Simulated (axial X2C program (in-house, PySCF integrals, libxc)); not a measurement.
**Outer orbitals of CrTe at 2.522 Å, HF**

All values were computed with an in-house relativistic program for diatomic molecules. Spin-free means the one-electron spin-free X2C Hamiltonian; two-component (2c) means X2C with spin–orbit coupling and atomic mean-field two-electron Coulomb and Gaunt terms, so the difference of the two also holds small scalar two-electron terms. Basis: Te dyall-cv3z [11s12p8d4f1g], Cr dyall-cv3z [9s10p6d3f2g] (cores contracted in-house); Gaussian nuclei, density fitting, unrestricted open shells. Masses: Te 129.906 u, Cr 51.941 u.

The distance is close to the 2c PBE0 minimum; the highest filled and lowest empty levels are listed.

Spin-free orbitals, state M_S = 2, Λ = 1 (beyond evenly filled blocks: σα, π+α, δ+α, δ-α) (Löwdin shares):

```csv
symmetry,occupied,ε (eV),atomic character
σβ,yes,-20.63,"79% Te s, 10% Cr p, 6% Cr d"
σα,yes,-18.22,"75% Te s, 10% Cr p, 8% Cr d"
π+α,yes,-11.62,"96% Cr d, 3% Te p"
δ+α,yes,-11.29,100% Cr d
δ-α,yes,-11.28,100% Cr d
π-α,yes,-11.21,98% Cr d
σα,yes,-10.58,"83% Cr d, 11% Te p, 4% Te s"
σβ,yes,-8.83,"83% Te p, 7% Cr s, 5% Cr p"
π+β,yes,-8.65,"90% Te p, 5% Cr d, 4% Cr p"
π-β,yes,-8.65,"90% Te p, 5% Cr d, 4% Cr p"
σα,yes,-8.03,"60% Te p, 30% Cr s, 6% Cr d"
π+α,yes,-6.89,"83% Te p, 10% Cr p, 6% Cr d"
σα,no,-0.35,"45% Cr s, 42% Cr p, 8% Te p"
π-α,no,-0.09,"51% Cr p, 47% Te p"
σβ,no,-0.03,"63% Cr s, 35% Cr p"
π+α,no,0.96,"91% Cr p, 6% Te p, 3% Cr d"
```

Spinors with spin–orbit coupling (state Ω = 1):

```csv
ω,occupied,ε (eV),atomic character,λ mixture
-1/2,yes,-20.55,"79% Te s, 10% Cr p, 6% Cr d",100% σ
1/2,yes,-18.23,"75% Te s, 10% Cr p, 8% Cr d",100% σ
-1/2,yes,-11.63,"96% Cr d, 4% Te p",100% π
-3/2,yes,-11.31,100% Cr d,100% δ
5/2,yes,-11.22,100% Cr d,100% δ
3/2,yes,-11.18,98% Cr d,100% π
1/2,yes,-10.58,"81% Cr d, 12% Te p, 4% Te s","99% σ, 1% π"
1/2,yes,-9.01,"85% Te p, 8% Cr d, 4% Cr p","88% π, 12% σ"
-1/2,yes,-8.89,"83% Te p, 7% Cr s, 5% Cr p","95% σ, 5% π"
-3/2,yes,-8.30,"90% Te p, 6% Cr d, 5% Cr p",100% π
1/2,yes,-7.87,"63% Te p, 28% Cr s, 5% Cr d","89% σ, 11% π"
-1/2,yes,-7.07,"83% Te p, 9% Cr p, 6% Cr d","95% π, 5% σ"
1/2,no,-0.34,"45% Cr s, 42% Cr p, 8% Te p",100% σ
-1/2,no,-0.02,"63% Cr s, 35% Cr p",100% σ
3/2,no,0.01,"56% Cr p, 43% Te p",100% π
-1/2,no,0.95,"92% Cr p, 5% Te p, 3% Cr d",100% π
```

Q: How does the gap between the highest filled and lowest empty level change from the spin-free to the 2c table?

A: From 6.54 to 6.73 eV at HF, a change of 0.19 eV.

Mulliken charges and populations of the two-component result (they depend on the basis, above all on diffuse functions):

Te -0.50 e (s 9.97 p 22.50 d 20.02), Cr 0.50 e (s 6.42 p 12.13 d 4.95). ⟨Lz⟩ = -1.00 ħ and ⟨Sz⟩ = 2.00 ħ (-0.61 and 2.61 on the two atoms), which add up to Ω.

Occupations by symmetry block were frozen at the best pattern of an incomplete PBE0 search. Other states lie close and PBE0, whose exact exchange favours high spin, may order them wrongly; the determinant shown need not be the ground state. The nearest other spin-free determinant of the search, M_S = 3, Λ = 1, lies 0.41 eV up at the distance of the search. With several unpaired electrons one determinant need not be a pure state. Open-shell Ω = 0 determinants with evenly filled partner blocks cannot be reached by this program, so the Ω shown need not be the lowest component. The determinant is spin-polarised beyond a pure state at some levels (its spin-free form has ⟨S²⟩ too high), which makes Re and μ there less reliable.
